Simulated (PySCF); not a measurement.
**How methods differ on the electron affinity of Ga**

Ga⁻ [Ar] 3d10 4s2 4p2 (3P) → Ga [Ar] 3d10 4s2 4p1 (2P), as a difference of total energies. Computed with PySCF 2.14 in aug-cc-pVQZ-DK, with scalar relativity by spin-free X2C-1e. Correlated levels: valence: [Ar] 3d10 frozen. The calculations carry no spin-orbit coupling.

```tsv
method	electron affinity (eV)
UHF	-0.065
MP2 (valence)	0.265
SCS-MP2 (valence)	0.162
CCSD (valence)	0.281
CCSD(T) (valence)	0.325
```

A first-order spin-orbit estimate (lowest level to lowest level, LS coupling) adds -0.025 eV.

Errors of the correlated levels include the incompleteness of this basis and the frozen core.

A negative affinity means that the anion lies above the atom at that level of theory.

Which method comes closest to the reference value, and which is furthest?

The reference is 0.301 eV (measured; photodetachment measurements, as compiled on the Wikipedia data page of electron affinities). Closest: CCSD(T) (valence) (error -0.001 eV); furthest: UHF (error -0.391 eV), both after the spin-orbit estimate.
